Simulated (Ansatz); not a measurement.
Species: C₂H₈BO₂, net charge 1, singlet state. It need not be the lowest isomer of its formula. 
Structure (B3LYP-D3(BJ)/def2-TZVP (Ansatz, an electronic-structure program) minimum search):
```
O
H 1 0.9714
B 1 1.4768 2 119.91
O 3 1.3025 1 119.29 2 0.00
C 4 1.4439 3 130.18 1 0.00
H 5 1.0849 4 106.70 3 -180.00
H 5 1.0906 6 109.22 4 118.91
H 5 1.0906 6 109.22 7 122.18
H 3 1.1775 4 127.33 5 180.00
C 1 1.4960 2 114.14 3 180.00
H 10 1.0836 1 105.36 2 -180.00
H 10 1.0849 11 111.88 1 -115.99
H 10 1.0849 11 111.88 12 -128.02
```
Charge +1, spin multiplicity 1.

Basis-set convergence of Hartree-Fock and CCSD correlation energies (hartree) with Ansatz. Cores are frozen in the correlated levels unless marked. No spin-orbit coupling. Non-relativistic.

```
basis    functions       E(HF)  E(corr, CCSD)
-------  ---------  ----------  -------------
cc-pVDZ        110  -254.62583       -0.78404
cc-pVTZ        262  -254.71140       -0.95504
cc-pVQZ        515  -254.72983       -1.01025
```

Extrapolating the two largest sets (X = 3 and 4) as X^-3: E(corr) = (64·(-1.01025) - 27·(-0.95504))/37 = -1.0505 Eh, an estimate of the basis-set limit. The largest set recovers 96.2 % of it, the smallest 74.6 %.
